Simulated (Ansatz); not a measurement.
# Ligand exchange: SiH2(NH2)(SiH3) + C3H7NO → Si2N2H8 + C3H6O

Gas-phase species: SiH2(NH2)(SiH3), singlet; C3H7NO `NCC1CO1`, singlet; Si2N2H8 `N[SiH2][SiH2]N`, singlet; C3H6O (propylene oxide) `CC1CO1`, singlet. The partners trade H for NH2: Si–H and C–NH2 bonds give way to Si–NH2 and C–H.

Shapes, held fixed at every level: PBE0-D4/def2-TZVP. Flexible molecules stand in one conformer, not always the lowest. Programs: Ansatz 0.2.0. Electronic energies: no zero-point or thermal term.

Question: Estimate ΔE of this reaction.

Answer: The highest level, CCSD(T)/CBS estimate, gives ΔE = -115.6 kJ/mol; the levels span -115.6 to -110.5. The column of differences is taken from that level and isn't an error. No measured value is set beside it here. The CBS estimate extrapolates MP2 from def2-TZVPP and def2-QZVPP and adds CCSD(T) − MP2 in the triple-zeta set, cores frozen.

| level | kind | ΔE (kJ/mol) | less CCSD(T)/CBS estimate |
| --- | --- | --- | --- |
| HF/def2-TZVPP | Hartree–Fock | -112.8 | +2.8 |
| r2SCAN-D4/def2-TZVPP | meta-GGA | -115.0 | +0.6 |
| B3LYP-D4/def2-TZVPP | global hybrid | -114.8 | +0.8 |
| PBE0-D4/def2-TZVPP | global hybrid | -110.5 | +5.1 |
| wB97M-V/def2-TZVPP | range-separated hybrid | -115.3 | +0.3 |
| wB97X-V/def2-TZVPP | range-separated hybrid | -111.3 | +4.3 |
| CCSD(T)/CBS estimate | coupled cluster or CI | -115.6 | 0.0 |
